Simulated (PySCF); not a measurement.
Match the calculated data to a structure.

All candidates are C6H9ClOSi.

| technique | computed result |
| --- | --- |
| Rotational structure | rotational constants A, B, C: 1.729, 0.634, 0.516 GHz [GFN2-xTB] |
| NMR, other nuclei | isotropic shieldings of nuclei other than C and H, by class: 190 (1 O), 385 (1 Si), 998 (1 Cl) ppm [GIAO PBE0/pcSseg-1] |
| Dipole | 3.00 D [PBE0/pcSseg-1] |
| 13C NMR | chemical shifts (computed TMS as zero) by class: 165.9 (1 C), 143.2 (1 C), 126.6 (1 C), 77.9 (1 C), 72.6 (1 C), 17.8 (1 C) ppm [GIAO PBE0/pcSseg-1] |
| 1H NMR | chemical shifts (computed TMS as zero) by class: 6.08 (1 H), 5.64 (1 H), 5.60 (1 H), 5.32 (2 H), 4.88 (2 H), 1.71 (2 H) ppm [GIAO PBE0/pcSseg-1] |

The electronic properties come from PySCF, for the isolated species, density fitting. Levels stand in brackets. The structure is a single GFN2-xTB conformer in the gas phase; no vibrational or solvent corrections. NMR classes are plain means over equivalent atoms (diastereotopic ones count apart unless rotation or inversion swaps them), as if these changed places fast.

Question: Which candidate is it?
A. `C=C(Cl)[C@@H]1[SiH2]CCC1=O`
B. `C=CCOC1=C([SiH2]Cl)C1`
C. `CC1=C(C[SiH2]Cl)C(=O)C1`

Answer: B. It is `C=CCOC1=C([SiH2]Cl)C1`. Numbering: `[CH2:1]=[CH:2][CH2:3][O:4][C:5]1=[C:6]([SiH2:7][Cl:8])[CH2:9]1`. Its formula, C6H9ClOSi, gives 3 degrees of unsaturation: 1 ring and 2 π bonds in the structure found. 6 carbons fall into 6 classes; from least to most shielded: vinylic carbon bearing oxygen [C5] (165.9 ppm), alkene CH carbon [C2] (143.2 ppm), terminal =CH2 carbon [C1] (126.6 ppm), chain sp3 carbon bound to oxygen [C3] (77.9 ppm), fully substituted alkene carbon [C6] (72.6 ppm), allylic carbon [C9] (17.8 ppm). Hydrogen classes from least to most shielded: 1 H on an alkene CH carbon, C2 (6.08 ppm), 1 H on a terminal =CH2 carbon, C1 (5.64 ppm), 1 H on a terminal =CH2 carbon, C1 (5.60 ppm), 2 H on a chlorine-bound silicon, Si7 (5.32 ppm), 2 H on an sp3 carbon bound to oxygen, C3 (4.88 ppm, a mean of values up to 0.7 ppm apart in this geometry), 2 H on an allylic carbon, C9 (1.71 ppm). The other shieldings belong to: 190 ppm, ether oxygen [O4]; 385 ppm, chlorine-bound silicon [Si7]; 998 ppm, silicon-bound chlorine [Cl8]. The optimised geometry has point group C1 and is an asymmetric top.

The others, at the same levels:
- `CC1=C(C[SiH2]Cl)C(=O)C1` fails: its computed 13C shifts are 189.9 (1 C), 179.2 (1 C), 148.6 (1 C), 54.7 (1 C), 18.3 (1 C), 15.9 (1 C) ppm, 1H shifts are 5.10 (2 H), 3.10 (2 H), 2.40 (3 H), 1.89 (2 H) ppm and rotational constant A is 1.581 GHz (against 1.729 GHz).
- `C=C(Cl)[C@@H]1[SiH2]CCC1=O` fails: its computed 13C shifts are 215.9 (1 C), 149.9 (1 C), 117.8 (1 C), 50.8 (1 C), 41.4 (1 C), 1.8 (1 C) ppm, 1H shifts are 5.43 (1 H), 5.28 (1 H), 4.65 (1 H), 4.35 (1 H), 3.23 (1 H), 2.83 (1 H), 2.52 (1 H), 1.20 (1 H), 1.03 (1 H) ppm and rotational constant A is 1.497 GHz (against 1.729 GHz).

Each candidate is one conformer, not necessarily the lowest. Dipoles, sizes and rotational constants follow the conformer. The torsions of the flexible species, by atom-mapped SMILES:
- `[CH2:1]=[CH:2][CH2:3][O:4][C:5]1=[C:6]([SiH2:7][Cl:8])[CH2:9]1`: C1–C2–C3–O4 -139°, C2–C3–O4–C5 70°, C3–O4–C5–C6 3°, C5–C6–Si7–Cl8 118°
- `[CH3:1][C:2]1=[C:3]([CH2:4][SiH2:5][Cl:6])[C:7](=[O:8])[CH2:9]1`: C2–C3–C4–Si5 94°, C3–C4–Si5–Cl6 -58°

The conformers of `C=C(Cl)[C@@H]1[SiH2]CCC1=O` aren't listed.
